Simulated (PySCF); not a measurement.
# What builds the third ionisation energy along group 12

All values are computed (PySCF 2.14, energy differences of UHF-based or UKS calculations, no spin-orbit coupling). Each column adds one step, in eV (sums use unrounded values): valence MP2, valence CCSD, valence triples, then the next inner shell at CCSD(T) (Zn 3s 3p, Cd 4s 4p, Hg 5s 5p). References (NIST) marked * lie between the lowest fine-structure levels; the others compare directly ((s) semi-empirical, (t) theoretical).

```
                                                        element     UHF  + MP2  + CCSD  + (T)  + inner shell     sum         reference
          Zn [Ar] 3d10 → [Ar] 3d9 (ANO-RCC-VTZP, spin-free X2C)  36.991  3.061  -0.675  0.132          0.157  39.666          39.723 *
          Cd [Kr] 4d10 → [Kr] 4d9 (ANO-RCC-VTZP, spin-free X2C)  35.932  1.727  -0.252  0.076         -0.100  37.383  37.468 ± 0.006 *
Hg [Xe] 4f14 5d10 → [Xe] 4f14 5d9 (ANO-RCC-VTZP, spin-free X2C)  33.509  1.759  -0.283  0.077         -0.081  34.981    34.49 ± 0.05 *
```

What remains against the references is mostly basis incompleteness and, for starred values, spin-orbit coupling.

These are valence bases, so the inner-shell step is incomplete.
